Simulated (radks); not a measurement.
Initial-state core-level shifts of the ruthenium ion Ru+ when its valence configuration changes from [Kr] 4d7. Method: scalar-relativistic Kohn-Sham, PBEsol, spin-polarised, spherical densities, finite nucleus; open shells are filled with parallel spins first (spin-orbit coupling, left out, can overturn this in heavy ions); Fermi nuclear charge, rms radius 4.4809 fm; computed with a radial shooting solver on a logarithmic mesh with Libxc functionals. Shifts are changes of the shell-averaged eigenvalues in eV (positive: less bound); the change of the density at the nucleus, which sets a Mossbauer isomer shift, is in e/bohr^3, on a base of 1.123e+05.

valence               1s       3p       3d       4p  density at nucleus
4d6.5 5s0.5       -1.809   -1.900   -1.910   -1.660              +10.43
4d6 5p1           -5.033   -5.206   -5.223   -4.695               +2.30
4d5 5p2          -10.345  -10.715  -10.758   -9.423               +5.64
4d5.5 5s0.5 5p1   -7.018   -7.292   -7.323   -6.424              +14.53
4d4 5s2 5p1      -14.263  -14.769  -14.853  -12.626              +55.77
4d6 5s1           -3.713   -3.899   -3.920   -3.369              +22.16
4d4 5s1.5 5p1.5  -14.757  -15.274  -15.358  -13.098              +45.43
